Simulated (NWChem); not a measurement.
## Relativistic effects in FIn

```xyz
2

In     0.0000     0.0000    -0.3111
F      0.0000     0.0000     1.6938
```
Charge 0, spin multiplicity 1.

Program: NWChem. The geometry was optimised at B3LYP/def2-SVP with def2 effective core potentials on In, a minimum by its harmonic frequencies.

Functional PBE, all-electron basis x2c-SVPall-2c, contracted for the X2C Hamiltonian and used here with ZORA. The ion keeps the geometry and has multiplicity 2 in the scalar run; the spin-orbit run starts from the same electron counts.

The cost column gives rough processor time relative to scalar ZORA; each entry includes its own SCF.

The structure started from a generated list of species. The stability of the SCF solutions was not checked.

```csv
Hamiltonian,ΔSCF ionisation energy (eV),HOMO (eV),LUMO (eV),gap (eV),relative cost
scalar ZORA,9.83,-6.27,-2.12,4.15,1
spin-orbit ZORA,9.84,-6.27,-2.24,4.03,under 3
```

From scalar ZORA to spin-orbit ZORA the ionisation energy is nearly the same.
